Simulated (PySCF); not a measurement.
W(OH)3(H)3 (H6O3W), SMILES [OH][WH3]([OH])[OH], multiplicity 1.

Coordinates come from a B3LYP-D3(BJ)/def2-SVP optimisation. The multiplicity is an assumed one; no other spin state was optimised. The structure was generated by enumeration; whether it is a known compound was not checked. The def2 effective core potentials stand for the cores of W; spin–orbit coupling is left out. The values are those of a single conformer.

Level of theory: B3LYP-D3(BJ)/def2-SVP in PySCF.

Frequencies are harmonic and unscaled.

Modes within 1.5 cm⁻¹ of each other (mostly degenerate sets) share a row, with their intensities summed.

Task: Give all harmonic wavenumbers and intensities. (The exact figures need the calculation; the answer reports its results.)

Result: 
```csv
mode,ν (cm⁻¹),IR (km/mol),moving atoms (share of kinetic energy)
1–2,181,7.8,"O 74 %, H 19 %"
3,237,17.5,"O 64 %, H 18 %, W 18 %"
4,309,0.0,H 99 %
5–6,482,0.0,"H 88 %, O 12 %"
7–9,620,470.4,"H 88 %, O 12 %"
10–11,690,430.9,"O 83 %, W 9 %"
12,710,68.4,O 94 %
13,743,124.2,"H 85 %, O 15 %"
14–15,868,7.4,"H 80 %, O 15 %"
16–17,1069,44.5,H 100 %
18,1079,29.0,H 99 %
19–20,2016,272.2,H 100 %
21,2059,136.6,H 99 %
22–23,3856,484.1,H 94 %
24,3862,43.8,H 94 %
```
